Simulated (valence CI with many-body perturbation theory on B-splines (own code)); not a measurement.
## Tm⁴⁵⁺: what each term of the Hamiltonian does

Computed by configuration interaction combined with many-body perturbation theory (CI+MBPT): six valence electrons over a frozen Dirac-Fock core [Ar], radial functions for each j: 7 s, 7 p, 8 d, 6 f, 4 g, 1 h, with the one-electron correlation potential Σ1 (screened to all orders), the two-electron term Σ2, the three-electron term Σ3, Breit, model QED; selected single and double excitations, second order for the rest, scaled by the run's own slope (own B-spline code, finite nucleus).

No measured spectrum was set against this ion. As an estimate, large intervals hold to a few tenths of a per cent, small ones and those within an open d or f shell to about a per cent. Core correlation moves these levels by up to 12000 cm⁻¹, and in measured spectra 5 to 20 % of such shifts remained as error; rates that hang on mixing are uncertain with them. Among the levels kept, up to 1000 cm⁻¹ of a level comes from second order outside the variational space, and about a tenth of that is noise between levels of different J, which matters for small intervals. Only levels of the ground parity were solved; by the run's estimate the other parity begins above the list, which can be wrong where configurations are misplaced.

Each rung adds one term. CI alone is the Dirac-Coulomb CI over the frozen core; QED comes last and gives the full result, which names the levels. Energies are above (3d3/2^4 3d5/2^2) J=4 on the same rung, in cm⁻¹.

Levels are named by their leading jj configuration (3d3/2^4 stands for four electrons in 3d with j = 3/2), which in mixed levels can hold well under half, so a name can repeat and another be missing. Letters in brackets count levels of one name in rising energy.

```
                    Level  CI alone
    (3d3/2^4 3d5/2^2) J=2     55362
    (3d3/2^4 3d5/2^2) J=0    174924
(3d3/2^3 3d5/2^3) J=3 [a]    347912
(3d3/2^3 3d5/2^3) J=4 [a]    365641
(3d3/2^3 3d5/2^3) J=1 [a]    381464
    (3d3/2^3 3d5/2^3) J=5    431006
    (3d3/2^3 3d5/2^3) J=6    435251
(3d3/2^3 3d5/2^3) J=2 [a]    476711
(3d3/2^3 3d5/2^3) J=3 [b]    486827
    (3d3/2^3 3d5/2^3) J=0    560809
(3d3/2^3 3d5/2^3) J=4 [b]    586610
(3d3/2^3 3d5/2^3) J=2 [b]    584156
(3d3/2^3 3d5/2^3) J=1 [b]    584849
(3d3/2^3 3d5/2^3) J=3 [c]    607848
(3d3/2^2 3d5/2^4) J=2 [a]    745080
(3d3/2^2 3d5/2^4) J=0 [a]    765390
```

**Question.** What do these energies become with core correlation, Breit and QED?

**Answer.** (3d3/2^4 3d5/2^2) J=2 55264 (-98); (3d3/2^4 3d5/2^2) J=0 178208 (+3284); (3d3/2^3 3d5/2^3) J=3 [a] 349142 (+1230); (3d3/2^3 3d5/2^3) J=4 [a] 364624 (-1016); (3d3/2^3 3d5/2^3) J=1 [a] 384085 (+2620); (3d3/2^3 3d5/2^3) J=5 422560 (-8446); (3d3/2^3 3d5/2^3) J=6 422563 (-12687); (3d3/2^3 3d5/2^3) J=2 [a] 470407 (-6304); (3d3/2^3 3d5/2^3) J=3 [b] 480451 (-6377); (3d3/2^3 3d5/2^3) J=0 553102 (-7708); (3d3/2^3 3d5/2^3) J=4 [b] 577741 (-8869); (3d3/2^3 3d5/2^3) J=2 [b] 579194 (-4962); (3d3/2^3 3d5/2^3) J=1 [b] 583100 (-1749); (3d3/2^3 3d5/2^3) J=3 [c] 600824 (-7024); (3d3/2^2 3d5/2^4) J=2 [a] 743785 (-1295); (3d3/2^2 3d5/2^4) J=0 [a] 767669 (+2279).

**Question.** How does the ionisation energy move along the ladder, and which term matters most?

**Answer.** CI alone 3761.0, + Σ1 3763.2, + Σ2 3776.0, + Σ3 3776.3, + Breit 3774.8, + QED 3774.9 eV. The largest step is Σ2, 12.8 eV. NIST lists 3775 ± 4 eV (theoretical).
